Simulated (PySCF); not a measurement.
**Cr+: excitation energy**

Cr+ [Ar] 3d5 (6S) → Cr+ [Ar] 3d4 4p1 (high-spin determinant), as a difference of total energies. Calculation: PySCF 2.14, in aug-cc-pVTZ-DK (8s7p5d3f2g, 93 functions); scalar relativity by spin-free X2C-1e. Correlated levels: valence: [Ar] frozen. The calculations carry no spin-orbit coupling.

```tsv
method	excitation energy (cm⁻¹)
UHF	39399
MP2 (valence)	45449
SCS-MP2 (valence)	41416
CCSD (valence)	45106
CCSD(T) (valence)	45287
```

The determinant of the upper state mixes LS terms, which raises its energy above the lowest term, most at the Hartree-Fock and MP2 levels.
